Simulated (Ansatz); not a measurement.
Reaction (hydrogenolysis of a Ga–O bond): `B[NH][GaH][O][SiH3]` + H₂ → `B[NH][GaH2]` + silanol

Isolated molecules relaxed with PBE0-D4/def2-TZVP in Ansatz; ΔE leaves out vibrations. CBS: MP2 limit from def2 TZ/QZ plus the TZ coupled-cluster correction, frozen cores. This one scheme is used for every species. DFT in def2-TZVPP. HSE06 is defined as in plane-wave codes. For Ga outer-core shells are correlated without core-valence functions, which leaves a few kJ/mol of doubt a bond. Scalar relativity is left out up to krypton. One conformer a species, not always the lowest.

```json
{"level": "B97M-V", "ΔE (kJ/mol)": "55.5", "difference from CCSD(T)/CBS": "-12.5"}
{"level": "r2SCANh-D4", "ΔE (kJ/mol)": "66.0", "difference from CCSD(T)/CBS": "-2.0"}
{"level": "HSE06-D4", "ΔE (kJ/mol)": "58.1", "difference from CCSD(T)/CBS": "-9.9"}
{"level": "PBE", "ΔE (kJ/mol)": "53.3", "difference from CCSD(T)/CBS": "-14.7"}
{"level": "r2SCAN", "ΔE (kJ/mol)": "65.5", "difference from CCSD(T)/CBS": "-2.5"}
{"level": "r2SCAN0", "ΔE (kJ/mol)": "62.0", "difference from CCSD(T)/CBS": "-6.0"}
{"level": "HSE06", "ΔE (kJ/mol)": "52.7", "difference from CCSD(T)/CBS": "-15.3"}
{"level": "HF/def2-QZVPP", "ΔE (kJ/mol)": "57.0", "difference from CCSD(T)/CBS": "-11.0"}
{"level": "MP2/def2-QZVPP", "ΔE (kJ/mol)": "74.8", "difference from CCSD(T)/CBS": "6.8"}
{"level": "SCS-MP2/def2-QZVPP", "ΔE (kJ/mol)": "72.1", "difference from CCSD(T)/CBS": "4.1"}
{"level": "CCSD(T)/CBS", "ΔE (kJ/mol)": "68.0", "difference from CCSD(T)/CBS": "0"}
```

Largest T1 diagnostic among the species: 0.014.

In def2-TZVPP, CCSD(T) changes the Hartree–Fock value by +12.3 kJ/mol (the triples alone add +3.6 kJ/mol) and MP2 by +18.6 kJ/mol. The D4 term adds +9.7 kJ/mol with B3LYP and +5.6 kJ/mol with PBE0; it sums over pairs of atoms, weighted by their polarisabilities, and B3LYP, whose exchange is more repulsive, gets the larger term. At CCSD(T), def2-SVP lies +4.3 kJ/mol from the extrapolated value and def2-TZVPP +0.6 kJ/mol.

CCSD(T)/CBS has its own doubt, a few kJ/mol and more with outer-core shells, so smaller differences from it don't rank the levels.

B3LYP here is the variant with VWN-RPA as its local correlation; programs differ in this.
